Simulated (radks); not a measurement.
The numbers below are computed, except where a source is named.
Ionisation of the krypton ion Kr3+, [Ar] 3d10 4s2 4p3, to Kr4+, [Ar] 3d10 4s2 4p2, under several functionals. Dirac Kohn-Sham, spin-unpolarised, spherical densities, finite nucleus; open shells are shared between the two j in proportion to 2j + 1; a radial shooting solver on a logarithmic mesh with Libxc functionals.

| functional | E(Kr3+) (hartree) | Exc (hartree) | IE (eV) | -e(HOMO) (eV) | <r> HOMO (bohr) | IE error (eV) |
|---|---|---|---|---|---|---|
| HCTH/407 | -2789.46432 | -97.31572 | 50.180 | 43.374 | 1.665 | -0.670 |
| OLYP | -2788.81741 | -96.61590 | 49.798 | 43.026 | 1.671 | -1.052 |
| exchange-only LDA | -2781.08135 | -88.70044 | 48.567 | 41.750 | 1.678 | -2.283 |
| LDA (Slater exchange, Perdew-Zunger correlation) | -2784.19904 | -91.86119 | 50.085 | 43.247 | 1.669 | -0.765 |
| BP86 | -2788.33763 | -96.06708 | 49.975 | 43.164 | 1.669 | -0.875 |
| PW91 | -2788.19956 | -95.92849 | 49.927 | 43.119 | 1.671 | -0.923 |
| SOGGA | -2785.59808 | -93.28493 | 49.737 | 42.942 | 1.670 | -1.113 |
| revPBE | -2787.82411 | -95.54655 | 49.769 | 42.985 | 1.672 | -1.081 |

NIST Atomic Spectra Database: 50.9 eV (measured). Closest: HCTH/407. The Delta-SCF values span 1.61 eV, the total energies 8.38 hartree. The highest occupied level is 4p3/2. Spin polarisation and multiplet splitting are left out, so open shells lie too high by an amount that depends on their filling. Sharing an open shell by 2j + 1 raises it above the true ground level by a part of the spin-orbit splitting, which enters the differences from NIST.

Beside tabulated values, note that spin-unpolarised runs miss the spin-polarisation part of the exchange energy of open shells.
